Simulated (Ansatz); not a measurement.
Z-matrix (Å, degrees):
```
Si
Cl 1 2.027
Cl 1 2.027 2 108.9
I 1 2.410 2 110.0 3 120.7
Cl 1 2.027 2 108.9 3 -118.6
```

Total charge 0; spin multiplicity 1. I takes the def2 core potential.

Problem. List the r2SCAN/def2-TZVPP orbital energies in eV (Ansatz 0.2.0). (Best estimate.)

Solution. Ansatz gave: Occupied: -2754.09, -2754.09, -2754.09, -1794.80, -255.49, -255.49, -255.49, -194.03, -194.03, -194.03, -193.89, -193.89, -193.89, -193.88, -193.88, -193.88, -185.11, -144.88, -131.21, -130.97, -130.97, -99.75, -99.75, -99.75, -50.99, -50.90, -50.90, -50.71, -50.71, -23.01, -21.98, -21.98, -18.76, -13.98, -11.42, -11.42, -10.78, -9.44, -9.44, -8.93, -8.93, -8.71, -8.45, -7.39, -7.39. Lowest empty: -2.05, -0.41, -0.41, -0.22, 2.94, 3.14, 3.14, 3.23.
